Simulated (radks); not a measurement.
Values are calculated unless marked as measured or tabulated.
Problem. Mean orbital radii <r> (bohr) of the bismuth ion Bi2+, [Hg] 6p1, of relativity; Dirac values are averaged over j with weights 2j + 1. Spin-unpolarised spherical Kohn-Sham, BLYP, point nucleus unless stated (finite: rms radius 5.5211 fm), a radial shooting solver on a logarithmic mesh with Libxc functionals. A level marked "c x" has the speed of light scaled by that factor and shares open shells by 2j + 1; other Dirac levels either fill j = l - 1/2 first or share by 2j + 1.

shell       non-rel.
3p            0.1831
3d            0.1595
4s            0.4199
4p            0.4221
4d            0.4253
4f            0.4319
5s            0.9248
5p            0.9883
5d             1.207
6s             2.307
6p             2.700
7s (empty)     5.087

Give the values at the level "Dirac, c x 0.85".

Solution. 
shell       Dirac, c x 0.85  change of magnitude (%)
3p                   0.1681                    -8.24
3d                   0.1569                    -1.66
4s                   0.3577                   -14.80
4p                   0.3921                    -7.12
4d                   0.4223                    -0.71
4f                   0.4464                    +3.36
5s                   0.7893                   -14.65
5p                   0.9266                    -6.25
5d                    1.241                    +2.79
6s                    1.964                   -14.88
6p                    2.585                    -4.26
7s (empty)            4.569                   -10.20
